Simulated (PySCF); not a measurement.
Cards and structures have been mixed up. Pair them.

Structures:
1. `[AlH3-][O+]1CCC[C@H]1[O][GeH3]`
2. `N#CC[BH2-][AsH3+]`
3. `F/C=C\O/C=C(/F)OC(F)F`

Card P (geometry PBE0-D3(BJ)/def2-SVP):
* Rotational constants A, B, C: 2.294, 0.496, 0.437 GHz
* Static isotropic polarisability (wB97X-D/def2-SVPD): 76.5 au
* Point group: C1
* HOMO energy (wB97X-D/def2-SVPD): -8.45 eV
* Isotropic shieldings of nuclei other than C and H, by class (GIAO PBE0/pcSseg-1): 163 (1 O), 202 (1 O), 277 (2 F), 315 (1 F), 343 (1 F) ppm
* Dipole moment (wB97X-D/def2-SVPD): 1.59 D
* 13C chemical shifts (computed TMS as zero) by class (GIAO PBE0/pcSseg-1): 153.3 (1 C), 138.4 (1 C), 131.2 (1 C), 122.8 (1 C), 117.4 (1 C) ppm

Card Q (geometry PBE0-D3(BJ)/def2-SVP):
- Rotational constants A, B, C: 5.560, 1.805, 1.442 GHz
- Static isotropic polarisability (wB97X-D/def2-SVPD): 75.4 au
- Lowest singlet excitation (TDDFT wB97X-D/def2-SVPD): 7.38 eV (168 nm, f = 0.004)
- Strongest line among the 10 lowest singlet transitions (TDDFT wB97X-D/def2-SVPD): S4 at 7.85 eV (158 nm, f = 0.041)
- Largest of the computed one-bond spin–spin couplings (means over like bonds) (B3LYP/pcJ-1 (pcSseg-1 on As), spin–dipole term left out for some pairs): 13C–1H +135.8 (×2), 11B–1H +125.1 (×2), 13C–13C +59.3, 13C–11B +47.0, 15N–13C -18.3 Hz
- Lowest triplet excitation (Tamm–Dancoff) (TDA wB97X-D/def2-SVPD): 6.41 eV

Card R (geometry PBE0-D3(BJ)/def2-SVP):
- Rotational constants A, B, C: 1.513, 0.794, 0.578 GHz
- Static isotropic polarisability (PBE0/def2-SVPD): 115.7 au
- Vertical ionisation energy (ΔSCF PBE0/def2-SVPD): 9.29 eV
- Lowest triplet excitation (Tamm–Dancoff) (TDA PBE0/def2-SVPD): 5.81 eV
- Dipole moment (PBE0/def2-SVPD): 4.56 D
- Lowest singlet excitation (TDDFT PBE0/def2-SVPD): 6.09 eV (204 nm, f = 0.008)
- HOMO energy (PBE0/def2-SVPD): -7.23 eV

Each SMILES stands for a single optimised conformer of the isolated species, non-relativistic unless stated; the electronic structure was computed with PySCF and density fitting. NMR classes are plain means over equivalent atoms (diastereotopic ones count apart unless rotation or inversion swaps them), as if these changed places fast.

Task: Which card belongs to which structure?

Result: P = 3, Q = 2, R = 1. What ties each card to its structure:
- 1 (card R), C4H13AlGeO2, monoisotopic mass 194.0 u, 8 heavy atoms: an asymmetric top with C = 0.578 GHz; polarisability 115.7 au for 98 electrons; dipole 4.56 D.
- 2 (card Q), C2H7AsBN, monoisotopic mass 131.0 u, 5 heavy atoms: an asymmetric top with C = 1.442 GHz, the highest such constant on the cards; polarisability 75.4 au for 64 electrons.
- 3 (card P), C5H4F4O2, monoisotopic mass 172.0 u, 11 heavy atoms: 5 C in 5 classes; the least shielded carbon (153.3 ppm) is a vinylic C–F carbon; an asymmetric top with C = 0.437 GHz, the lowest such constant on the cards; polarisability 76.5 au for 86 electrons; dipole 1.59 D.
